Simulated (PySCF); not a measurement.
MgO.

```xyz
2

Mg     0.0000     0.0000    -0.6952
O      0.0000     0.0000     1.0428
```
Charge 0, spin multiplicity 1.

Geometry optimised at r2SCAN-D4/def2-TZVPD.

These are PBE/pcSseg-2 (PySCF) values and carry that method's errors. Non-relativistic, no solvent.

Task: Give the absolute GIAO shielding of each atom: isotropic value and principal components (ppm). (An estimate is asked for; the answer gives what the named calculation found.)

Result: 
```tsv
atom	σ(iso)	σ11	σ22	σ33	span
Mg1	957.4	711.0	1080.5	1080.5	369.5
O2	-1628.1	-2648.5	-2648.5	412.7	3061.2
```
